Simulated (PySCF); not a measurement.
Spinor energies of Al⁴⁺ (aluminium, charge +4)

Start: [He] 2s2 2p5; 2p1/2 filled at m_j = +1/2; 2p3/2 filled at m_j = -3/2, -1/2, +1/2, +3/2. Calculated with PySCF 2.14 in an even-tempered Gaussian basis (19 s from 0.32 bohr⁻², ratio 2.4; 12 p from 0.41 bohr⁻², ratio 2.4; 5 d from 3.8 bohr⁻², ratio 2.6; 5 f from 5.7 bohr⁻², ratio 2.6): generalised Hartree-Fock with the X2C-1e Hamiltonian and a Gaussian nucleus; one run each with spin-orbit coupling (SO) screened by Boettger's factors, then bare. This is a chosen level, not necessarily the ground level.

```tsv
spinor shell	electrons	ε, screened SO (eV)	ε, bare SO (eV)	weight of nominal j (bare SO)	rms radius, bare SO (bohr)
1s1/2	2	-1674.1	-1674.1	1.000	0.139
2s1/2	2	-199.94	-199.94	1.000	0.654
2p1/2	1	-159.97	-160.00	0.955	0.626
2p3/2	4	-156.86	-156.85	0.982	0.631
```

```tsv
quantity	screened SO	bare SO
E (hartree)	-236.07070	-236.06879
M_J	1/2	1/2
⟨J²⟩	0.853	0.825
⟨L²⟩	2.002	2.002
⟨S²⟩	0.751	0.751
```

Each row is a mean over spinors that exchange with the open shell spreads, by up to 5.326 eV (2s1/2).

⟨J²⟩ departs a little from M_J(M_J + 1) because the unrestricted spinors polarise the closed shells.
